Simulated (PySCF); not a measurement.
Working out the ionisation energy of As

As [Ar] 3d10 4s2 4p3 (4S) → As⁺ [Ar] 3d10 4s2 4p2 (3P). Calculation: PySCF 2.14, in ANO-RCC-VTZP; scalar relativity by spin-free X2C-1e. Frozen: [Ar] 3d10. Energies in hartree (1 hartree = 27.21139 eV):

```csv
part,As (lower),As⁺ (upper)
UHF,-2259.018463,-2258.672289
CCSD correlation,-0.084566,-0.068083
(T),-0.002773,-0.001546
```

What does Hartree-Fock give?

(-2258.672289) − (-2259.018463) = 0.346174 hartree = 9.420 eV.

What do CCSD and CCSD(T) give?

The CCSD correlation energies differ by 0.016483 hartree = 0.449 eV and the triples by 0.001227 hartree = 0.033 eV, so CCSD gives 9.869 eV and CCSD(T) 9.902 eV.

Measured between the centres of the two terms (NIST): 10.008 eV, so CCSD(T) (valence) is off by -0.106 eV.

What remains against the reference includes basis incompleteness, the frozen core and higher excitations.
